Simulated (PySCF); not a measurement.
Species: C9H11F3.
Atom-mapped SMILES: `[CH2:1]=[C:2]([CH3:3])[C@:4]12[CH2:5][C@:6]([C:7]([F:8])([F:9])[F:10])([CH2:11]1)[CH2:12]2`

Cartesian coordinates in Å at the PBE0-D3(BJ)/def2-SVP level; atoms count from 1:
```
atom  x, y, z in Å
C1     0.5953    0.4447    3.1378
C2     0.7592   -0.5628    2.2732
C3     1.6761   -1.7214    2.5226
C4     0.0230   -0.5887    0.9839
C5    -0.9928    0.4472    0.4449
C6    -0.8892   -0.6433   -0.6373
C7    -1.6234   -0.6844   -1.9399
F8    -1.3816    0.4112   -2.6668
F9    -1.2572   -1.7439   -2.6700
F10   -2.9452   -0.7617   -1.7535
C11   -0.9555   -1.6937    0.4840
C12    0.6373   -0.6158   -0.4482
H13    1.1335    0.4730    4.0893
H14   -0.0826    1.2745    2.9209
H15    2.1839   -1.6369    3.4931
H16    1.1205   -2.6737    2.5044
H17    2.4448   -1.7903    1.7350
H18   -1.9536    0.5179    0.9765
H19   -0.5925    1.4371    0.1793
H20   -0.5199   -2.6782    0.2561
H21   -1.9107   -1.7770    1.0236
H22    1.1804   -1.5272   -0.7400
H23    1.1572    0.2987   -0.7708
```

NICS = −σ at a ghost point: NICS(0) at the centroid of the ring atoms, NICS(1) 1 Å to either side along the normal of their mean plane, zz for the tensor component along that normal. Level: GIAO PBE0/pcSseg-1 (PySCF, non-relativistic, gas phase) on the PBE0-D3(BJ)/def2-SVP geometry, one conformer.

Ring bond lengths (Å), with Mayer bond orders in brackets: C4–C5 1.548 (0.95), C5–C6 1.540 (0.93), C6–C11 1.538 (0.93), C11–C4 1.558 (0.91); C4–C5 1.548 (0.95), C5–C6 1.540 (0.93), C6–C12 1.538 (0.93), C12–C4 1.559 (0.91).

Problem. What do the NICS probes read (ppm)?

Solution. 
```
        ring                                            type  NICS(0)  NICS(1), two faces  NICS(1)zz, two faces  rms pucker (Å)  centre to ring atoms, mean (Å)
C4–C5–C6–C11  4-membered carbocycle; formal bonds all single    -13.8        -4.8 / -31.8          -2.9 / -23.4            0.31                            1.05
C4–C5–C6–C12  4-membered carbocycle; formal bonds all single    -13.8        -4.8 / -31.8          -2.9 / -23.5            0.31                            1.05
```

Problem. What do they say, and how far can they be read as aromaticity?

Solution. 
- C4–C5–C6–C11: mean NICS(1)zz -13.2 ppm, shielded. C4, C5, C6, C11 have four or more neighbours, and the NICS criterion for π rings isn't applied. The two faces differ by 20.5 ppm, so no symmetry operation interchanges them.
- C4–C5–C6–C12: mean NICS(1)zz -13.2 ppm, shielded. C4, C5, C6, C12 have four or more neighbours, and the NICS criterion for π rings isn't applied. The two faces differ by 20.6 ppm, so no symmetry operation interchanges them.

Problem. What is the mean of the two in-plane components of NICS at the second NICS(1) probe listed for ring C4–C5–C6–C12, 1 Å off the ring?

Solution. The isotropic value is a third of the trace: (3 × -31.8 − (-23.5))/2 = -36.0 ppm.

Problem. What are the shieldings of the ring atoms and their hydrogens in the same run (means over atoms taken as equivalent)?

Solution. 
```json
{"atoms": "C4", "environment": "sp3 carbon at a ring junction", "σ isotropic (ppm)": "142.2", "principal values of the symmetric part, first atom (ppm)": "125.2, 128.7, 172.8"}
{"atoms": "C5 (×3)", "environment": "four-membered-ring carbon", "σ isotropic (ppm)": "134.9", "principal values of the symmetric part, first atom (ppm)": "127.2, 132.7, 151.4"}
{"atoms": "C6", "environment": "sp3 carbon at a ring junction", "σ isotropic (ppm)": "150.4", "principal values of the symmetric part, first atom (ppm)": "136.3, 137.9, 176.8"}
{"atoms": "H18 (×6)", "environment": "methylene hydrogen", "σ isotropic (ppm)": "29.60", "principal values of the symmetric part, first atom (ppm)": "26.1, 27.4, 35.2"}
```

Problem. How do the values depend on the level or the medium?

Solution. 
```
                            level  NICS(0), C4–C5–C6–C11  mean NICS(1)zz, C4–C5–C6–C11  NICS(0), C4–C5–C6–C12  mean NICS(1)zz, C4–C5–C6–C12
               PBE0/pcSseg-1, gas                  -13.8                         -13.2                  -13.8                         -13.2
            wB97X-D/pcSseg-1, gas                  -13.8                         -13.3                  -13.8                         -13.4
   PBE0/pcSseg-1, IEF-PCM benzene                  -13.7                         -13.1                  -13.7                         -13.2
PBE0/pcSseg-1, IEF-PCM chloroform                  -13.7                         -13.1                  -13.7                         -13.1
```

The geometry is the same throughout; the continuum's cavity takes Bondi-type radii × 1.2.

The run took 72 s wall on one thread of an Arm Neoverse V2, on a shared host, and the process peaked at 1.3 GiB of memory. This is the whole shielding run at PBE0/pcSseg-1, SCF included.
